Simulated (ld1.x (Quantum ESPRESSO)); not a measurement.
**LDA (PZ) ultrasoft dataset for nitrogen (N), non-relativistic all-electron reference.**

| Item | Value |
| --- | --- |
| Element | nitrogen |
| Generator | ld1.x (Quantum ESPRESSO) 7.5 |
| Type | ultrasoft |
| Functional | LDA (PZ) |
| Relativity | non-relativistic |
| Frozen core | [He] |
| Valence charge | 5 |
| Reference configuration | 2s2 2p2.5 (charge +0.5) |
| Partial waves | 2s (bound): rcut 0.85, rcutus 1.15 bohr; 2s channel at 0.15 Ry: rcut 0.85, rcutus 1.15 bohr; 2p (bound): rcut 1.05, rcutus 1.35 bohr; 2p channel at 1.95 Ry: rcut 1.05, rcutus 1.35 bohr; 3d channel at -0.05 Ry: rc 1.50 bohr |
| Local potential | the d channel |
| Core correction | a·sin(br)/r model core, default radius (core density twice the valence density) |
| Augmentation charge | PSQ, radius 0.65 bohr |

All-electron outer shells of the reference configuration (LDA (PZ), non-relativistic, ld1.x):

```json
{"shell": "2s", "level (eV)": "-24.91", "outermost node (bohr)": "0.32", "outermost maximum (bohr)": "1.00"}
{"shell": "2p", "level (eV)": "-13.59", "outermost node (bohr)": "–", "outermost maximum (bohr)": "0.94"}
```

Results:

```
Cutoffs needed                            : 35 Ry and 45 Ry (the cutoffs (Ry, on a coarse ladder) from which the occupation-weighted sum of valence levels, in a spherical-Bessel basis at the reference potential, stays within 10 and 1 mRy of its value at 400 Ry)
Ghost test                                : no extra level below or beside the all-electron valence levels (s, p, d, f tested) (spherical-Bessel basis up to 400 Ry, 20 bohr box)
Largest excitation error                  : +18 meV (all-electron minus pseudo) for 2s1 2p0, out of 7 test configurations
Lowest eigenvalue of the overlap operator : 0.52 (s channel)
Density cutoff estimated by the generator : 692 Ry
```

Generation and tests took about 0.92 s on one core of a shared server CPU.
